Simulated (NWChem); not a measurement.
System: C3H6O2; SMILES CC1OCO1

Here is an NWChem input.

```
start job
memory heap 200 mb stack 900 mb global 1100 mb
geometry units angstroms noautoz
  C      0.271856    -1.754230     0.000000
  C     -0.456703    -0.432952     0.000000
  O     -0.045519     0.472231    -1.037625
  C      0.272471     1.397291     0.000000
  O     -0.045519     0.472231     1.037625
  H      1.352968    -1.588718     0.000000
  H     -0.004435    -2.332260     0.889033
  H     -0.004435    -2.332260    -0.889033
  H     -1.550266    -0.570148     0.000000
  H      1.328620     1.704597     0.000000
  H     -0.384396     2.281372     0.000000
end
basis spherical
  * library def2-tzvp
end
dft
  xc xpbe96 cpbe96
  iterations 150
  semidirect filesize 400000000
  mulliken
end
task dft energy
```

NWChem printed, in part:

```
             Northwest Computational Chemistry Package (NWChem) 7.3.0
             --------------------------------------------------------

 CS  symmetry detected

                             Geometry "geometry" -> ""
                             -------------------------

 Output coordinates in angstroms (scale by  1.889725989 to convert to a.u.)

  No.       Tag          Charge          X              Y              Z
 ---- ---------------- ---------- -------------- -------------- --------------
    1 C                    6.0000     0.27278002     1.75153431     0.00000000
    2 C                    6.0000    -0.46654372     0.43624948     0.00000000
    3 O                    8.0000    -0.06276479    -0.47226091    -1.03762500
    4 C                    6.0000     0.24766094    -1.39988665     0.00000000
    5 O                    8.0000    -0.06276479    -0.47226091     1.03762500
    6 H                    1.0000     1.35250447     1.57719990     0.00000000
    7 H                    1.0000     0.00121819     2.33180112     0.88903300
    8 H                    1.0000     0.00121819     2.33180112    -0.88903300
    9 H                    1.0000    -1.55894997     0.58237050     0.00000000
   10 H                    1.0000     1.30126539    -1.71580649     0.00000000
   11 H                    1.0000    -0.41640321    -2.27857446     0.00000000

 Effective nuclear repulsion energy (a.u.)     190.7108687595

      Symmetry information
      --------------------

 Group name             Cs
 Group number              2
 Group order               2
 No. of unique centers     9

  pbe96 is a nonlocal functional; adding pw91lda local functional.

                                 NWChem DFT Module
                                 -----------------

 Summary of "ao basis" -> "ao basis" (spherical)
 ------------------------------------------------------------------------------
       Tag                 Description            Shells   Functions and Types
 ---------------- ------------------------------  ------  ---------------------
 C                         def2-tzvp                11       31   5s3p2d1f
 O                         def2-tzvp                11       31   5s3p2d1f
 H                         def2-tzvp                 4        6   3s1p

      Symmetry analysis of basis
      --------------------------

        a'        120
        a"         71

            General Information
            -------------------
          SCF calculation type: DFT
          Wavefunction type:  closed shell.
          No. of atoms     :    11
          No. of electrons :    40
           Alpha electrons :    20
            Beta electrons :    20
          Charge           :     0
          Spin multiplicity:     1
          Use of symmetry is: on ; symmetry adaption is: on
          Maximum number of iterations: 150
          AO basis - number of functions:   191
                     number of shells:    79
          Convergence on energy requested:  1.00D-06
          Convergence on density requested:  1.00D-05
          Convergence on gradient requested:  5.00D-04

              XC Information
              --------------
          PerdewBurkeErnzerhof Exchange Functional  1.000
            Perdew 1991 LDA Correlation Functional  1.000 local
           PerdewBurkeErnz. Correlation Functional  1.000 non-local

             Grid Information
             ----------------
          Grid used for XC integration:  medium
          Radial quadrature: Mura-Knowles
          Angular quadrature: Lebedev.
          Tag              B.-S. Rad. Rad. Pts. Rad. Cut. Ang. Pts.
          ---              ---------- --------- --------- ---------
          C                   0.70       49          11.0       434
          O                   0.60       49          10.0       434
          H                   0.35       45          12.0       434
          Grid pruning is: on
          Number of quadrature shells:   421
          Spatial weights used:  Erf1

      Superposition of Atomic Density Guess
      -------------------------------------

 Sum of atomic energies:        -265.58145431

      Non-variational initial energy
      ------------------------------

 Total energy =    -268.363277
 1-e energy   =    -739.256461
 2-e energy   =     280.182315
 HOMO         =      -0.297482
 LUMO         =       0.072702

      Symmetry analysis of molecular orbitals - initial
      -------------------------------------------------

  Numbering of irreducible representations:

     1 a'          2 a"

  Orbital symmetries:

     1 a'          2 a"          3 a'          4 a'          5 a'
     6 a'          7 a"          8 a'          9 a'         10 a'
    11 a'         12 a"         13 a'         14 a'         15 a"
    16 a'         17 a"         18 a'         19 a"         20 a'
    21 a"         22 a'         23 a'         24 a'         25 a'
    26 a"         27 a'         28 a'         29 a"         30 a'

------------------------------------------------------------
EAF file 0: "./job.aoints.0" size=476577792 bytes
------------------------------------------------------------
               write      read    awrite     aread      wait
               -----      ----    ------     -----      ----
     calls:      909         0         0         0         0
   data(b): 4.77e+08  0.00e+00  0.00e+00  0.00e+00
   time(s): 0.00e+00  0.00e+00  0.00e+00  0.00e+00  0.00e+00
rate(mb/s): 0.00e+00  0.00e+00
------------------------------------------------------------

     ---------------------------------------------
      Total Density - Mulliken Population Analysis
     ---------------------------------------------

    Atom       Charge   Shell Charges
 -----------   ------   -------------------------------------------------------
    1 C    6     6.53   0.86  1.12  0.56  0.67  0.14  1.29  1.43  0.43  0.01  0.03  0.00
    2 C    6     5.43   0.85  1.12  0.51  0.61  0.07  0.93  0.97  0.17  0.03  0.14  0.02
    3 O    8     8.62   0.79  1.18  0.60  0.96  0.26  1.95  2.13  0.71  0.00  0.03  0.00
    4 C    6     5.60   0.85  1.12  0.52  0.63  0.10  0.97  1.02  0.24  0.03  0.10  0.01
    5 O    8     8.62   0.79  1.18  0.60  0.96  0.26  1.95  2.13  0.71  0.00  0.03  0.00
    6 H    1     0.84   0.24  0.44  0.13  0.02
    7 H    1     0.83   0.24  0.44  0.13  0.02
    8 H    1     0.83   0.24  0.44  0.13  0.02
    9 H    1     0.91   0.25  0.48  0.16  0.02
   10 H    1     0.90   0.25  0.48  0.15  0.02
   11 H    1     0.90   0.25  0.48  0.15  0.02

   convergence    iter        energy       DeltaE   RMS-Dens  Diis-err
 ---------------- ----- ----------------- --------- --------- ---------
 d= 0,ls=0.0,diis     1   -267.9860672264 -4.59D+02  6.96D-03  1.56D+00
 d= 0,ls=0.0,diis     2   -267.7377742567  2.48D-01  4.66D-03  4.20D+00
 d= 0,ls=0.0,diis     3   -268.1123990760 -3.75D-01  1.26D-03  1.49D-01
 d= 0,ls=0.0,diis     4   -268.1210900817 -8.69D-03  7.40D-04  2.82D-02
 d= 0,ls=0.0,diis     5   -268.1238952374 -2.81D-03  1.59D-04  1.14D-03
  Resetting Diis
 d= 0,ls=0.0,diis     6   -268.1240396398 -1.44D-04  1.86D-05  2.32D-05
 d= 0,ls=0.0,diis     7   -268.1240420019 -2.36D-06  1.57D-05  4.10D-06
 d= 0,ls=0.0,diis     8   -268.1240414347  5.67D-07  9.36D-06  9.12D-06

         Total DFT energy =     -268.124041434710
      One electron energy =     -742.996338261554
           Coulomb energy =      319.555053720991
    Exchange-Corr. energy =      -35.393625653693
 Nuclear repulsion energy =      190.710868759546

 Numeric. integr. density =       40.000011166993

                  Occupations of the irreducible representations
                  ----------------------------------------------

                     irrep           alpha         beta
                     --------     --------     --------
                     a'               14.0         14.0
                     a"                6.0          6.0

                       DFT Final Molecular Orbital Analysis
                       ------------------------------------

 Vector   18  Occ=2.000000D+00  E=-2.852603D-01  Symmetry=a"
              MO Center= -2.8D-02, -4.4D-01, -1.1D-14, r^2= 2.0D+00
   Bfn.  Coefficient  Atom+Function         Bfn.  Coefficient  Atom+Function
  ----- ------------  ---------------      ----- ------------  ---------------
    70      0.318234   3 O  pz              132      0.318234   5 O  pz
    73      0.263606   3 O  pz              135      0.263606   5 O  pz
    76      0.185937   3 O  pz              138      0.185937   5 O  pz
    39     -0.150247   2 C  pz              101     -0.145324   4 C  pz
    42     -0.104247   2 C  pz              104     -0.100850   4 C  pz

 Vector   19  Occ=2.000000D+00  E=-2.580209D-01  Symmetry=a"
              MO Center= -9.8D-02, -4.5D-01, -5.2D-15, r^2= 1.8D+00
   Bfn.  Coefficient  Atom+Function         Bfn.  Coefficient  Atom+Function
  ----- ------------  ---------------      ----- ------------  ---------------
    68      0.308443   3 O  px              130     -0.308443   5 O  px
    71      0.254272   3 O  px              133     -0.254272   5 O  px
    74      0.192998   3 O  px              136     -0.192998   5 O  px
    69      0.128296   3 O  py              131     -0.128296   5 O  py
    72      0.106203   3 O  py              134     -0.106203   5 O  py

 Vector   20  Occ=2.000000D+00  E=-2.085645D-01  Symmetry=a'
              MO Center= -8.8D-02, -4.8D-01, -6.5D-15, r^2= 2.7D+00
   Bfn.  Coefficient  Atom+Function         Bfn.  Coefficient  Atom+Function
  ----- ------------  ---------------      ----- ------------  ---------------
    68      0.265391   3 O  px              130      0.265391   5 O  px
    71      0.222517   3 O  px              133      0.222517   5 O  px
   176      0.178402   9 H  s               188      0.177541  11 H  s
   182     -0.163854  10 H  s               187      0.163941  11 H  s
   181     -0.162727  10 H  s                74      0.160658   3 O  px

 Vector   21  Occ=0.000000D+00  E= 4.913534D-03  Symmetry=a"
              MO Center= -4.2D-02, -5.7D-01,  1.1D-14, r^2= 3.8D+00
   Bfn.  Coefficient  Atom+Function         Bfn.  Coefficient  Atom+Function
  ----- ------------  ---------------      ----- ------------  ---------------
    67      0.841965   3 O  s               129     -0.841965   5 O  s
   107      0.710150   4 C  pz               45      0.555699   2 C  pz
   104      0.315456   4 C  pz               42      0.297175   2 C  pz
    39      0.256893   2 C  pz              101      0.246216   4 C  pz
   164     -0.167843   7 H  s               170      0.167843   8 H  s

 Vector   22  Occ=0.000000D+00  E= 2.640729D-02  Symmetry=a'
              MO Center= -1.1D-01,  1.0D+00, -1.5D-14, r^2= 7.7D+00
   Bfn.  Coefficient  Atom+Function         Bfn.  Coefficient  Atom+Function
  ----- ------------  ---------------      ----- ------------  ---------------
     5      3.902700   1 C  s               164     -1.398354   7 H  s
   170     -1.398354   8 H  s               176     -1.381778   9 H  s
   158     -1.328696   6 H  s               182     -1.067446  10 H  s
    43     -0.924233   2 C  px               98      0.766357   4 C  s
   188     -0.534813  11 H  s               105      0.480901   4 C  px

 Vector   23  Occ=0.000000D+00  E= 4.476884D-02  Symmetry=a'
              MO Center=  1.7D-01, -1.0D+00,  1.2D-14, r^2= 8.7D+00
   Bfn.  Coefficient  Atom+Function         Bfn.  Coefficient  Atom+Function
  ----- ------------  ---------------      ----- ------------  ---------------
     5      3.258118   1 C  s                98     -2.929769   4 C  s
   188      1.788393  11 H  s               182      1.383759  10 H  s
    44     -1.182248   2 C  py              164     -1.089785   7 H  s
   170     -1.089785   8 H  s               158     -0.505565   6 H  s
    36     -0.457309   2 C  s                12     -0.452361   1 C  px

------------------------------------------------------------
EAF file 0: "./job.aoints.0" size=590348288 bytes
------------------------------------------------------------
               write      read    awrite     aread      wait
               -----      ----    ------     -----      ----
     calls:     1126         7         0      7875      7875
   data(b): 5.90e+08  3.67e+06  0.00e+00  4.13e+09
   time(s): 0.00e+00  0.00e+00  0.00e+00  0.00e+00  0.00e+00
rate(mb/s): 0.00e+00  0.00e+00
------------------------------------------------------------

     ---------------------------------------------
      Total Density - Mulliken Population Analysis
     ---------------------------------------------

    Atom       Charge   Shell Charges
 -----------   ------   -------------------------------------------------------
    1 C    6     6.34   0.85  1.12  0.52  0.67  0.08  1.36  1.27  0.43  0.01  0.03  0.00
    2 C    6     5.78   0.85  1.12  0.54  0.62  0.01  1.24  1.02  0.15  0.04  0.17  0.02
    3 O    8     8.31   0.79  1.18  0.60  0.93  0.30  1.88  1.87  0.71  0.00  0.04  0.00
    4 C    6     5.88   0.85  1.12  0.54  0.63  0.05  1.26  1.04  0.23  0.03  0.12  0.02
    5 O    8     8.31   0.79  1.18  0.60  0.93  0.30  1.88  1.87  0.71  0.00  0.04  0.00
    6 H    1     0.88   0.27  0.47  0.12  0.02
    7 H    1     0.88   0.27  0.47  0.12  0.02
    8 H    1     0.88   0.27  0.47  0.12  0.02
    9 H    1     0.93   0.28  0.49  0.14  0.02
   10 H    1     0.91   0.28  0.49  0.12  0.02
   11 H    1     0.92   0.28  0.49  0.13  0.02

     -------------------------------------------
      Total Density - Lowdin Population Analysis
     -------------------------------------------

    Atom       Charge   Shell Charges
 -----------   ------   -------------------------------------------------------
    1 C    6     6.29   0.91  1.04  0.37  0.35  0.17  1.16  1.40  0.63  0.02  0.21  0.02
    2 C    6     6.39   0.91  1.04  0.37  0.31  0.16  1.07  1.17  0.48  0.05  0.72  0.12
    3 O    8     7.85   0.87  1.09  0.54  0.55  0.29  1.73  1.84  0.84  0.00  0.09  0.01
    4 C    6     6.35   0.91  1.04  0.39  0.33  0.17  1.08  1.20  0.47  0.05  0.59  0.11
    5 O    8     7.85   0.87  1.09  0.54  0.55  0.29  1.73  1.84  0.84  0.00  0.09  0.01
    6 H    1     0.87   0.25  0.39  0.17  0.06
    7 H    1     0.87   0.25  0.39  0.16  0.06
    8 H    1     0.87   0.25  0.39  0.16  0.06
    9 H    1     0.88   0.26  0.40  0.16  0.06
   10 H    1     0.89   0.26  0.41  0.17  0.06
   11 H    1     0.90   0.26  0.41  0.17  0.06

     Multipole analysis of the density
     ---------------------------------

     L   x y z        total         alpha         beta         nuclear
     -   - - -        -----         -----         ----         -------
     0   0 0 0     -0.000000    -20.000000    -20.000000     40.000000

     1   1 0 0      0.005832      0.002916      0.002916      0.000000
     1   0 1 0      0.143857      0.071928      0.071928      0.000000
     1   0 0 1      0.000000      0.000000      0.000000      0.000000

     2   2 0 0    -21.731407    -25.703043    -25.703043     29.674680
     2   1 1 0     -0.844972     -0.398655     -0.398655     -0.047661
     2   1 0 1      0.000000      0.000000      0.000000      0.000000
     2   0 2 0    -19.375568   -110.950489   -110.950489    202.525410
     2   0 1 1     -0.000000     -0.000000     -0.000000      0.000000
     2   0 0 2    -26.125106    -46.643787    -46.643787     67.162469
```

Level: PBE/def2-TZVP. The geometry was optimised at B3LYP/6-31G* (spherical d).
